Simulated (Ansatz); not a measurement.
Gas-phase electronic energies from Ansatz, PBE0-D4/def2-TZVP geometries. CCSD(T)/CBS is the MP2 limit (def2-TZVPP, def2-QZVPP) plus CCSD(T) − MP2 in def2-TZVPP, frozen cores. This one scheme is used for every species. DFT in def2-TZVPP. B3LYP here is the variant with VWN-RPA as its local correlation; programs differ in this. Each species was taken in one conformer, which may not be the lowest.

Reaction (cleavage of the P–Al bond): `[SiH3][AlH][PH2]` + `C[SiH2]O` → `C[SiH2]OP` + `[AlH2][SiH3]`

`[SiH3][AlH][PH2]`:

```xyz
9

Si    0.549   -1.522   -0.722
Al   -0.056    0.844   -0.470
P    -1.455    1.510    1.261
H    -0.143   -2.391    0.271
H     2.018   -1.702   -0.526
H     0.222   -2.037   -2.083
H     0.396    1.935   -1.532
H    -0.827    0.688    2.234
H    -0.703    2.675    1.568
```

`C[SiH2]O`:

Z-matrix (Å, degrees):
```
C
Si 1 1.863
H 1 1.093 2 111.0
H 1 1.094 2 110.2 3 119.8
H 1 1.093 2 111.5 3 -120.7
O 2 1.652 1 112.6 3 57.7
H 2 1.492 1 108.9 3 -179.5
H 2 1.483 1 110.6 3 -59.4
H 6 0.957 2 117.7 1 68.6
```

`C[SiH2]OP`:

```xyz
11

C     0.208   -0.251   -1.688
Si    0.940    0.328   -0.081
O     0.066   -0.229    1.211
P    -1.431    0.271    1.671
H    -0.806    0.137   -1.817
H     0.168   -1.342   -1.731
H     0.812    0.101   -2.529
H     0.978    1.816   -0.044
H     2.310   -0.208    0.111
H    -2.047   -1.005    1.827
H    -1.199    0.382    3.072
```

`[AlH2][SiH3]`:

Cartesian coordinates in Å:
```
Al -1.384 0.255 -0.056
Si 1.031 -0.183 0.065
H -2.198 0.776 1.205
H -2.156 0.014 -1.423
H 1.324 -1.605 -0.282
H 1.769 0.662 -0.919
H 1.614 0.080 1.410
```

CCSD(T)/CBS gives +16.4 kcal/mol.

(1) Another level gave +15.0 kcal/mol. Which?
A. PBE0-D4/def2-TZVPP
B. B3LYP/def2-TZVPP
C. HF/def2-TZVPP
D. CCSD(T)/def2-TZVPP

Largest T1 diagnostic among the species: 0.014.

## Answers

(1) B. B3LYP 15.0, PBE0-D4 18.4, CCSD(T)/def2-TZVPP 16.3, HF/def2-TZVPP 10.6 kcal/mol.

In def2-TZVPP, CCSD(T) changes the Hartree–Fock value by +5.7 kcal/mol (the triples alone add +0.8 kcal/mol) and MP2 by +6.1 kcal/mol.
